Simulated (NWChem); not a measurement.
System: Ge₂H₆O; SMILES [GeH3][O][GeH3]

NWChem input:

```
start job
memory heap 200 mb stack 900 mb global 1100 mb
geometry units angstroms noautoz
  Ge     0.009456     1.587756    -0.052276
  O     -0.833169    -0.000144    -0.005612
  Ge     0.009309    -1.587780     0.051482
  H     -1.112855     2.646595    -0.099125
  H      0.882973     1.758868     1.219673
  H      0.906737     1.671761    -1.316417
  H      0.906218    -1.754410    -1.204693
  H     -1.113107    -2.647294     0.074374
  H      0.883170    -1.675406     1.331668
end
basis spherical
  Ge library 6-31g*
  O library 6-31g*
  H library 6-31g*
end
dft
  xc becke88 perdew86
  iterations 150
  mulliken
end
task dft energy
```

All runs use the structure optimised with B3LYP/6-31G* (spherical d).

Task: Predict the main results of this run. (BP86/6-31G* (spherical d).) Quantities: energy (Ha); highest occupied level (eV); orbital gap (eV); dipole (D).

Result: 
```yaml
energy (Ha): -4232.81
highest occupied level (eV): -6.53
orbital gap (eV): 5.41
dipole (D): 1.07
```
